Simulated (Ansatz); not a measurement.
Ansatz results at the PBE0-D4/def2-TZVP geometry: ideal-gas entropy at 298 K and 1 bar (rigid rotor, harmonic PBE0-D4/def2-TZVP) 333 J/(mol·K); LUMO energy (ωB97M-V/def2-TZVPP) 2.19 eV; HOMO–LUMO gap (ωB97M-V/def2-TZVPP) 11.80 eV.

Each molecule was computed in one conformer, which needn't be the lowest.

Which molecule gave them?
A. `N=CCO`
B. `COC(F)S`
C. `B1CCO1`
D. `FC1=CNCN1`

B. The others give `N=CCO`: 281, 1.86, 12.10; `B1CCO1`: 270, 1.80, 12.46; `FC1=CNCN1`: 303, 2.37, 9.73.
